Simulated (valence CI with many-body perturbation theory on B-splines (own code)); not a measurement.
La XXVI: electric-dipole lines

Level of theory: relativistic CI+MBPT: four valence electrons over a frozen Dirac-Fock core [Ar] 3d10, a basis of 11 s, 11 p, 10 d, 8 f, 5 g, 2 h functions for each j, with the one-electron correlation potential Σ1 (screened to all orders), the two-electron term Σ2, the three-electron term Σ3, Breit, model QED; selected single and double excitations, second order for the rest, scaled by the run's own slope (own B-spline code, finite nucleus).

No measured spectrum was set against this ion. As an estimate, levels hold to about 250 cm⁻¹ or 0.2 % of their energy and the worst to 1 %, as in measured heavy ions of charge 2 to 7; those with d or f electrons hold less well. Among the levels kept, up to 500 cm⁻¹ of a level comes from second order outside the variational space, and about a tenth of that is noise between levels of different J, which matters for small intervals.

Lines 201 to 250 of 557 in falling wavelength, among levels below 309.36 eV, chosen from the strongest by gf and those to the six lowest levels. Wavelengths and rates use the calculated energies, so an error of 2000 cm⁻¹ moves a line at 12.16 nm by 0.24 % and its rate by three times that or more. Electric multipoles are in the length gauge, E1 and E2 with the static RPA response of the core. Weak lines are less certain than strong ones. Lines between different terms over intervals too small for the method are left out, as are lines whose strength nearly cancels. Where a level lies close to another of its J and parity, the split of strength between their lines is uncertain. The highest levels of a list are the least certain.

Levels are named by their leading jj configuration (3d3/2^4 stands for four electrons in 3d with j = 3/2), which in mixed levels can hold well under half, so a name can repeat and another be missing. Letters in brackets count levels of one name in rising energy.

| λ vac (nm) | Upper | Lower | A (s⁻¹) | log gf | Branch % |
| --- | --- | --- | --- | --- | --- |
| 12.16 | (4s 4p1/2^2 4d5/2) J=2 | (4s 4p1/2^2 4p3/2) J=1 | 5.69e+10 | -0.20 | 80.3 |
| 12.15 | (4p1/2^2 4p3/2 4d5/2) J=2 | (4p1/2^2 4p3/2^2) J=2 | 3.06e+10 | -0.47 | 24.3 |
| 12.15 | (4s^2 4d5/2^2) J=2 | (4s^2 4p3/2 4d5/2) J=3 | 7.64e+10 | -0.07 | 15.8 |
| 12.13 | (4s 4p1/2 4p3/2 4d5/2) J=2 [b] | (4s 4p1/2 4p3/2^2) J=3 | 3.01e+10 | -0.48 | 16.2 |
| 12.12 | (4s 4p3/2^2 4d3/2) J=2 [d] | (4s 4p3/2^3) J=1 | 2.02e+10 | -0.65 | 5.2 |
| 12.11 | (4s 4p1/2 4p3/2 4d5/2) J=2 [a] | (4s 4p1/2 4p3/2^2) J=2 [a] | 4.30e+10 | -0.33 | 45.1 |
| 12.08 | (4s 4p1/2 4d3/2 4d5/2) J=1 [b] | (4s 4p1/2 4p3/2 4d3/2) J=1 [c] | 2.98e+10 | -0.71 | 12.1 |
| 12.06 | (4s^2 4p3/2 4d3/2) J=3 | (4s^2 4p3/2^2) J=2 | 2.11e+10 | -0.49 | 5.9 |
| 12.06 | (4s 4p1/2^2 4d5/2) J=3 | (4s 4p1/2^2 4p3/2) J=2 | 4.34e+10 | -0.18 | 90.4 |
| 12.06 | (4s 4p3/2^3) J=2 | (4s^2 4p1/2 4p3/2) J=2 | 4.86e+08 | -2.28 | 0.9 |
| 12.06 | (4p1/2^2 4p3/2 4d5/2) J=1 | (4p1/2^2 4p3/2^2) J=0 | 4.95e+10 | -0.49 | 34.2 |
| 12.04 | (4s 4p1/2 4d3/2 4d5/2) J=3 [e] | (4s 4p1/2 4p3/2 4d5/2) J=3 [b] | 4.31e+10 | -0.18 | 22.2 |
| 12.04 | (4s 4p1/2 4p3/2 4d5/2) J=3 [a] | (4s 4p1/2 4p3/2^2) J=2 [a] | 3.53e+10 | -0.27 | 16.7 |
| 12.03 | (4s^2 4d3/2 4d5/2) J=3 | (4s^2 4p3/2 4d3/2) J=3 | 2.61e+10 | -0.40 | 6.1 |
| 12.03 | (4s^2 4p1/2 4d5/2) J=3 | (4s^2 4p1/2 4p3/2) J=2 | 6.54e+10 | 0.00 | 98.9 |
| 12.03 | (4s^2 4p3/2 4f5/2) J=3 | (4s^2 4p3/2 4d5/2) J=3 | 4.21e+10 | -0.19 | 8.7 |
| 12.01 | (4s 4p1/2 4p3/2 4d3/2) J=1 [e] | (4s 4p1/2 4p3/2^2) J=1 [b] | 5.39e+10 | -0.46 | 13.8 |
| 12.00 | (4s 4p1/2 4d3/2 4d5/2) J=4 [a] | (4s 4p1/2 4p3/2 4d3/2) J=3 [a] | 2.79e+10 | -0.27 | 27.8 |
| 11.98 | (4s 4p3/2^2 4d5/2) J=2 [a] | (4s^2 4p1/2 4d5/2) J=2 | 1.78e+10 | -0.72 | 6.1 |
| 11.97 | (4s 4p1/2 4d3/2 4d5/2) J=2 [c] | (4s 4p1/2 4p3/2 4d3/2) J=1 [b] | 2.73e+10 | -0.53 | 7.7 |
| 11.94 | (4s 4p1/2 4p3/2 4d5/2) J=1 [a] | (4s 4p1/2 4p3/2^2) J=2 [b] | 3.08e+10 | -0.70 | 21.2 |
| 11.94 | (4s^2 4p3/2 4d3/2) J=1 | (4s^2 4p3/2^2) J=2 | 9.28e+10 | -0.23 | 28.4 |
| 11.92 | (4s 4p3/2^2 4d5/2) J=3 [a] | (4s 4p3/2^3) J=2 | 2.25e+10 | -0.47 | 14.9 |
| 11.91 | (4s 4p1/2 4p3/2 4d3/2) J=2 [a] | (4s 4p1/2^2 4p3/2) J=1 | 2.46e+10 | -0.58 | 24.4 |
| 11.91 | (4s 4p1/2 4d3/2 4d5/2) J=3 [b] | (4s 4p1/2 4p3/2 4d3/2) J=3 [a] | 1.73e+10 | -0.59 | 14.4 |
| 11.90 | (4s 4p1/2 4d3/2 4d5/2) J=2 [c] | (4s 4p1/2 4p3/2 4d3/2) J=2 [b] | 1.89e+10 | -0.70 | 5.3 |
| 11.90 | (4s 4p1/2 4d5/2^2) J=4 | (4s 4p1/2 4p3/2 4d5/2) J=5 | 1.42e+10 | -0.57 | 9.5 |
| 11.89 | (4s 4p1/2 4p3/2 4d5/2) J=2 [e] | (4s 4p1/2 4p3/2^2) J=1 [b] | 6.49e+10 | -0.16 | 18.1 |
| 11.89 | (4s 4p1/2 4d3/2 4d5/2) J=5 | (4s 4p1/2 4p3/2 4d3/2) J=4 | 2.67e+10 | -0.21 | 33.0 |
| 11.86 | (4p1/2^2 4p3/2 4d5/2) J=3 | (4p1/2^2 4p3/2^2) J=2 | 4.96e+10 | -0.14 | 43.3 |
| 11.86 | (4s 4p1/2 4p3/2 4f5/2) J=3 [a] | (4s 4p1/2 4p3/2 4d3/2) J=2 [b] | 1.76e+10 | -0.59 | 5.4 |
| 11.85 | (4s 4p1/2 4d3/2 4d5/2) J=2 [b] | (4s 4p1/2 4p3/2 4d5/2) J=2 [a] | 5.14e+10 | -0.27 | 23.5 |
| 11.84 | (4s^2 4p3/2 4f7/2) J=4 | (4s^2 4p3/2 4d5/2) J=3 | 3.92e+10 | -0.13 | 7.4 |
| 11.84 | (4s 4p1/2 4d5/2^2) J=3 | (4s 4p1/2 4p3/2 4d3/2) J=3 [b] | 1.47e+10 | -0.66 | 10.1 |
| 11.82 | (4p1/2 4p3/2^2 4d3/2) J=1 [b] | (4p1/2 4p3/2^3) J=2 | 2.97e+10 | -0.73 | 9.1 |
| 11.82 | (4s 4p1/2 4d5/2^2) J=2 | (4s 4p1/2 4p3/2 4d5/2) J=2 [b] | 6.33e+10 | -0.18 | 29.5 |
| 11.82 | (4s 4p1/2 4d3/2 4d5/2) J=3 [c] | (4s 4p1/2 4p3/2 4d3/2) J=4 | 1.48e+10 | -0.66 | 5.9 |
| 11.80 | (4s 4p3/2^2 4d5/2) J=1 [a] | (4s 4p3/2^3) J=2 | 1.63e+11 | 0.01 | 69.1 |
| 11.80 | (4s 4p3/2^2 4d3/2) J=2 [b] | (4s^2 4p1/2 4d5/2) J=2 | 2.80e+10 | -0.53 | 7.3 |
| 11.79 | (4s^2 4d5/2^2) J=4 [b] | (4s^2 4p3/2 4d3/2) J=3 | 2.62e+10 | -0.31 | 7.9 |
| 11.79 | (4p1/2 4p3/2^2 4d5/2) J=3 [b] | (4s 4p1/2 4p3/2 4d3/2) J=2 [a] | 2.24e+10 | -0.49 | 11.4 |
| 11.78 | (4s 4p1/2 4d5/2^2) J=3 | (4s 4p1/2 4p3/2 4d5/2) J=3 [b] | 1.64e+10 | -0.62 | 11.2 |
| 11.77 | (4s^2 4p1/2 4d3/2) J=1 | (4s^2 4p1/2 4p3/2) J=2 | 8.51e+09 | -1.28 | 2.1 |
| 11.77 | (4s^2 4d3/2 4d5/2) J=3 | (4s^2 4p3/2 4d3/2) J=2 | 2.94e+10 | -0.37 | 6.9 |
| 11.77 | (4s^2 4d3/2^2) J=0 | (4s^2 4p3/2 4d3/2) J=1 | 1.75e+11 | -0.44 | 27.7 |
| 11.75 | (4s 4p3/2^3) J=2 | (4s^2 4p1/2 4p3/2) J=1 | 2.99e+10 | -0.51 | 52.7 |
| 11.71 | (4s 4p1/2 4d3/2 4d5/2) J=1 [a] | (4s 4p1/2 4p3/2 4d3/2) J=1 [a] | 3.35e+10 | -0.69 | 16.2 |
| 11.71 | (4s^2 4p3/2 4f7/2) J=3 | (4s^2 4p3/2 4d5/2) J=3 | 6.75e+10 | -0.01 | 14.1 |
| 11.71 | (4s^2 4p1/2 4d5/2) J=2 | (4s^2 4p1/2 4p3/2) J=2 | 8.02e+10 | -0.08 | 35.7 |
| 11.70 | (4s 4p1/2 4d3/2 4d5/2) J=3 [b] | (4s 4p1/2^2 4d5/2) J=2 | 5.05e+10 | -0.14 | 42.1 |
